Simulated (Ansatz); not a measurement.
Reaction (cleavage of the Si–Si bond): `F[SiH](F)[Si](F)(F)F` + `BN` → `BN[SiH](F)F` + `F[SiH](F)F`

Computed with Ansatz on PBE0-D4/def2-TZVP structures; ΔE is electronic, products minus reactants. CCSD(T)/CBS adds triple-zeta CCSD(T) − MP2 to the extrapolated MP2 energy (def2 sets, frozen cores). This one scheme is used for every species. Functionals use def2-TZVPP. B3LYP here is the variant with VWN-RPA as its local correlation; programs differ in this. HSE06 is defined as in plane-wave codes. One conformer a species, not always the lowest.

```tsv
level	ΔE (kJ/mol)	difference from CCSD(T)/CBS
r2SCAN-D4	-92.7	9.7
PBE0-D4	-83.7	18.7
B3LYP-D4	-89.2	13.2
r2SCANh-D4	-95.4	7.0
r2SCAN0-D4	-99.1	3.3
HSE06-D4	-83.8	18.6
BHLYP-D4	-100.9	1.5
PBE	-72.9	29.5
BLYP	-81.3	21.1
r2SCANh	-95.7	6.7
r2SCAN0	-99.5	2.9
LC-ωPBE	-88.9	13.5
RPA@PBE/def2-TZVPP	-101.2	1.2
MP2/def2-SVP	-111.3	-8.9
MP2/def2-TZVPP	-110.8	-8.4
CCSD/def2-TZVPP	-105.5	-3.1
CCSD(T)/CBS	-102.4	0
```

Largest T1 diagnostic among the species: 0.013.

Leaving LDA and LC-ωPBE aside and taking each functional with its dispersion term where it has one, the values, not all of them listed here, spread over 28.9 kJ/mol, from BHLYP-D4 to PBE-D4. LDA lies −8.3 kJ/mol from PBE without D4. In def2-TZVPP, CCSD(T) changes the Hartree–Fock value by +12.7 kJ/mol (the triples alone add +1.9 kJ/mol) and MP2 by +5.5 kJ/mol.
